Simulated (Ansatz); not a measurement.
Relaxation of AlBH6N2 (10 atoms, charge 0, multiplicity 1), to a largest force component of 0.015 eV/Å in at most 40 steps.

Level of theory: Ansatz, RKS BLYP/def2-SVP.

```xyz
10
Properties=species:S:1:pos:R:3
B -1.528 0.398 -0.995
Al 0.046 -0.157 0.113
N 0.706 -1.925 -0.085
N 0.943 1.079 1.329
H -2.080 -0.319 -1.780
H -2.001 1.555 -0.894
H 1.609 -1.985 0.545
H 1.110 -2.001 -1.064
H 0.126 1.397 2.035
H 1.153 1.906 0.799
```

**Question.** Where does it end, and by what steps?

**Answer.** The run converged. After 11 steps the energy has fallen by 1.287 eV; H10 moved furthest, 1.29 Å.

```
step  energy less start (eV)  largest force component (eV/Å)  accepted
   0                  0.0000                           2.893       yes
   1                 -0.5528                           1.815       yes
   2                 -0.7424                           2.457       yes
   3                 -1.0002                           0.369       yes
   4                 -1.0427                           0.232       yes
   5                 -1.0549                           1.120       yes
   6                 -1.1379                           0.380       yes
   7                 -1.2177                           0.415       yes
   8                 -1.2675                           0.376       yes
   9                 -1.2859                           0.040       yes
  10                 -1.2866                           0.020       yes
  11                 -1.2868                           0.007       yes
```

```xyz
10
Properties=species:S:1:pos:R:3
B -1.692 0.369 -1.049
Al 0.090 -0.022 0.053
N 0.998 -1.562 -0.169
N 0.738 1.173 1.234
H -1.949 -0.183 -2.105
H -2.541 1.163 -0.682
H 1.789 -1.903 0.385
H 0.772 -2.249 -0.893
H 0.238 2.023 1.509
H 1.639 1.139 1.720
```

Whether the end is a true minimum wasn't checked by a vibrational analysis.

Run time: 29 s on 1 thread of Arm Neoverse V2, with other jobs on the host, peak memory 0.12 GiB.
